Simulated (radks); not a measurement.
Results of a calculation; reference values are marked as such.
Task: The tungsten ion W3+ is in [Xe] 4f14 5d3. Code: a radial shooting solver on a logarithmic mesh with Libxc functionals. Model: scalar-relativistic Kohn-Sham, BLYP, spin-polarised, spherical densities, finite nucleus; Fermi nuclear charge, rms radius of each element as measured or else 0.836 A^(1/3) + 0.57 fm. Open shells are filled with parallel spins first. One electron is removed from 4f, 5s, 5d, 5p in turn, with full relaxation. Which removal costs least, and what does each cost?

Result: 5d 37.932 eV; 4f 73.524 eV; 5p 78.026 eV; 5s 115.12 eV. The 5d electron leaves first.
